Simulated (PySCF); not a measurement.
C3H7NSi, SMILES CC1=NC[SiH2]1. The structure is a stationary point at PBE0-D3(BJ)/def2-SVP. The structure was generated by enumeration, and PubChem lists no compound with its InChIKey, so it may never have been made.

Level of theory: PBE0-D3(BJ)/def2-SVP in PySCF.

Harmonic wavenumbers (cm⁻¹): 134, 200, 286, 299, 495, 538, 589, 638, 725, 779, 816, 934, 951, 1009, 1050, 1136, 1178, 1254, 1385, 1422, 1437, 1440, 1693, 2206, 2216, 3050, 3081, 3138, 3139, 3167. Rotational constants (GHz): 6.937, 3.524, 2.477; symmetry number 1.

Question: Work out the zero-point energy and the ideal-gas rigid-rotor harmonic-oscillator thermochemistry at 298.15 K and 1 atm.

Answer: ZPE = ½ Σ hcν = ½ × 40384 cm⁻¹ = 57.73 kcal/mol. H − E(el) = 62.19 kcal/mol. Entropy in cal/(mol K): translation 39.24, rotation 26.08, vibration 11.34, total 76.66. G − E(el) = 39.33 kcal/mol. Cp = 24.28 cal/(mol K). Modes under 150 cm⁻¹ make the vibrational entropy uncertain.
